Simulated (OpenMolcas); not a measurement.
Ti2+ (d2) on a cation site of an ionic host was computed by CASSCF with the d shell active (OpenMolcas, ANO-RCC-VTZP on the metal). Its lowest spin-free states, and all those of the highest spin:

| 2S+1 | Degeneracy | E (cm-1) |
| --- | --- | --- |
| 3 | 3 | 0.0 |
| 3 | 3 | 8895 |
| 1 | 3 | 12026 |
| 1 | 2 | 12310 |
| 3 | 1 | 19251 |
| 3 | 3 | 20895 |
| 1 | 3 | 23339 |
| 1 | 1 | 23448 |
| 1 | 3 | 25832 |
| 1 | 2 | 33781 |
| 1 | 1 | 53344 |

Task: Is the site octahedral, tetrahedral or cube-like, axial, or of lower symmetry?

Result: The states with 2S+1 = 3 have orbital degeneracies 3, 3, 1, 3. Threefold states need a cubic site. For d2 at this spin an octahedron puts the threefold T1 below the threefold T2 and a tetrahedron or cube puts the single A2 below the threefold T2, so the site is octahedral. The run had Ti2+ with its 6 nearest fluoride ions at 2.203 Å, on the Ca site of CsCaF3 (a = 4.526 Å, distance in the model lattice 2.263 Å). The rest of the host is ab initio model potentials to 7.6 Å, with orthogonalisation functions on the cations behind the ligands, and point charges beyond; the distance is set by hand and nothing relaxes. Ligand basis ANO-RCC-VDZP.

An orbital triplet at a regular site is open to Jahn-Teller coupling, which can distort the site and quench the lowest spin-orbit gaps and is left out. Without dynamic correlation the repulsion within the d shell is too large (B by tens of per cent), so at a given field states of lower spin stand too high. Ligand-to-metal charge-transfer states are missing. With no ligand orbital active B as a rule stays too high, so bands that hang on it stand too high and its fall with covalency is understated. With metal d orbitals alone and no dynamic correlation 10Dq can be off by a tenth to a fifth, either way, in oxide and fluoride hosts. No measured value stands beside these numbers; the geometry was set by hand and not optimised.
